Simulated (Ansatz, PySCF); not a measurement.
Gas-phase reaction (SMILES): N[SiH](N)N + 2 [SiH4] (SiH4) → 3 N[SiH3]; bond separation energy.

Structures are relaxed separately at B3LYP-D3(BJ)/def2-TZVP in Ansatz (a first-principles code), one conformer each, not searched for the lowest. Cores are frozen in the correlated levels unless marked. Spin-orbit coupling is left out. Non-relativistic. CBS marks a two-point X^-3 extrapolation of the correlation energy; Hartree-Fock from the larger set. Thermal terms are rigid-rotor harmonic-oscillator values from B3LYP-D3(BJ) frequencies (Ansatz or PySCF) at 298.15 K and 1 atm. 1 Eh = 627.5095 kcal/mol.

```csv
species,"E, CCSD(T)/CBS(cc-pV(T+d)Z,cc-pV(Q+d)Z) (Ansatz) (Eh)","E, wB97M-V/def2-TZVPD (Ansatz) (Eh)",H - E (Eh)
N[SiH](N)N,-457.49268,-458.05765,0.09539
N[SiH3],-346.79605,-347.24258,0.05540
[SiH4] (SiH4),-291.45815,-291.84546,0.03520
```

Work out ΔE and ΔH at 298.15 K at the first level, then ΔH at the second.


1. ΔE = [3×(-346.79605)] - [(-457.49268) + 2×(-291.45815)] = 0.02083 Eh = 13.1 kcal/mol at CCSD(T)/CBS(cc-pV(T+d)Z,cc-pV(Q+d)Z).
2. The terms H - E add up to 0.00041 Eh, so ΔH = (0.02083 + (0.00041))×627.5095 = 13.3 kcal/mol.
3. At wB97M-V/def2-TZVPD the same steps give ΔE = 13.1 and ΔH = 13.3 kcal/mol, a shift of +0.0 from the first level.
4. These values are not checked against measurement here, since the tables used lack a sound gas-phase enthalpy of formation for at least one species.
